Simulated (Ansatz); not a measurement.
System: CBF2O, net charge 0, doublet state. It need not be the lowest isomer of its formula. 
Geometry from a B3LYP-D3(BJ)/def2-TZVP (Ansatz, a program for electronic structure) optimisation:
```xyz
5

O     -2.0990     0.3341     0.3707
C     -0.9725     0.1548     0.1717
B      0.4853    -0.0773    -0.0857
F      1.2261     0.9057    -0.5875
F      1.0184    -1.2630     0.1912
```
Charge 0, spin multiplicity 2.

Computed values are from Ansatz. Valence correlation only, unless marked. UHF or UKS for open shells. No spin-orbit coupling. Non-relativistic. CBS(X,Y): correlation extrapolated as X^-3; Hartree-Fock from the larger set. [CCSD(T)-MP2]/basis is that difference in the basis named.

### Question
What is the dipole moment at CCSD(T)/aug-cc-pVDZ?

### Answer
0.61 D.

### Question
What is the atomisation energy De at RI-MP2/CBS(cc-pVTZ,cc-pVQZ)+[CCSD(T)-MP2]/cc-pVTZ?

### Answer
2429.5 kJ/mol.

### Question
What is the total energy at RI-MP2/CBS(cc-pVTZ,cc-pVQZ)+[CCSD(T)-MP2]/cc-pVTZ?

### Answer
-337.6570 Eh.

### Question
What is the T1 diagnostic at CCSD/cc-pVTZ?

### Answer
0.017.
